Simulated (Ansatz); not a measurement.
A series at Nb: from `[O]=[Nb]([F])([F])[F]`, ligands are replaced one by one, each step taking up HCl and setting free H–F; n counts the steps. Ansatz, PBE0-D4/def2-TZVP geometries.

```json
{"n": "0", "molecule": "`[O]=[Nb]([F])([F])[F]`", "HOMO energy, ωB97M-V/def2-TZVPP (eV)": "?"}
{"n": "1", "molecule": "`[O]=[Nb]([F])([F])[Cl]`", "HOMO energy, ωB97M-V/def2-TZVPP (eV)": "-12.19"}
{"n": "2", "molecule": "`[O]=[Nb]([F])([Cl])[Cl]`", "HOMO energy, ωB97M-V/def2-TZVPP (eV)": "-12.07"}
{"n": "3", "molecule": "`[O]=[Nb]([Cl])([Cl])[Cl]`", "HOMO energy, ωB97M-V/def2-TZVPP (eV)": "-12.07"}
```

By hand: fit a straight line y = ȳ + b (n − n̄) to the 3 given rows and predict n = 0.

n̄ = 2.000, ȳ = -12.110; Σ(n − n̄)(y − ȳ) = 0.120, Σ(n − n̄)² = 2.000, so b = 0.060 eV a step. Prediction: -12.110 + (0.060) × (-2.000) = -12.23 eV.

By hand: compare with the computed value, -13.06 eV, and give the steps along the whole series.

The line misses by -0.83 eV (computed minus predicted). Steps: 0.87, 0.12, 0.00 eV.

One step carries most of the change, so a line is a poor guide. The highest orbital can change its character along such a series. The miss is 83.8 % of the series' range.
